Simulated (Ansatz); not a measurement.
Start from `F[C@H]1O[C@H]1[SiH3]` and change one element to get `[SiH3][C@H]1O[C@@H]1I`.

Ansatz, PBE0-D4/def2-TZVP geometries, multiplicity 1. 

Elements past krypton have def2 core potentials.

| property | `F[C@H]1O[C@H]1[SiH3]` |
| --- | --- |
| size of the dipole moment (B3LYP/def2-TZVPP) / D | 2.03 |
| LUMO energy (ωB97M-V/def2-TZVPP) / eV | 2.18 |
| HOMO energy (PBE/def2-TZVPP) / eV | -6.81 |
| HOMO energy (PBE0/def2-TZVPP) / eV | -8.40 |
| LUMO energy (PBE0/def2-TZVPP) / eV | 0.62 |
| HOMO energy (ωB97M-V/def2-TZVPP) / eV | -10.77 |

**Question.** Give the same properties after the change, and the shifts. (Best estimate.)

**Answer.** Computed: 
```csv
property,`[SiH3][C@H]1O[C@@H]1I`,shift
size of the dipole moment (B3LYP/def2-TZVPP) / D,1.82,-0.21
LUMO energy (ωB97M-V/def2-TZVPP) / eV,0.90,-1.28
HOMO energy (PBE/def2-TZVPP) / eV,-6.25,0.56
HOMO energy (PBE0/def2-TZVPP) / eV,-7.42,0.98
LUMO energy (PBE0/def2-TZVPP) / eV,-1.04,-1.66
HOMO energy (ωB97M-V/def2-TZVPP) / eV,-9.58,1.19
```

With PBE0 the HOMO rises by 0.98 eV and the LUMO falls by 1.66 eV, so the gap narrows by about 2.64 eV. PBE moves the HOMO by 0.56 eV and ωB97M-V by 1.19 eV. Dipoles are sizes alone; their direction can turn.

B3LYP here is the variant with VWN-RPA as its local correlation; programs differ in this.

Spin–orbit coupling is left out; it splits and shifts lone-pair levels of the heavy atoms by tenths of an eV.
